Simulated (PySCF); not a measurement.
HS2, SMILES [S]S, multiplicity 2. Atoms are numbered in the order given.

```xyz
3

S      0.0144     1.0269     0.0000
S     -0.0912    -0.9448     0.0000
H      1.2298    -1.3139     0.0000
```
Charge 0, spin multiplicity 2.

Geometry: PBE-D3(BJ)/def2-TZVP. The isomer is the one that the SMILES or the coordinates give; other isomers of the formula were not compared.

All values below come from PBE-D3(BJ)/def2-TZVP run with PySCF.

Frequencies are harmonic and unscaled.

```
mode  ν (cm⁻¹)  IR (km/mol)  moving atoms (share of kinetic energy)
----  --------  -----------  --------------------------------------
1          590          0.6                                 S 100 %
2          884          3.7                                  H 95 %
3         2444         17.9                                  H 97 %
```
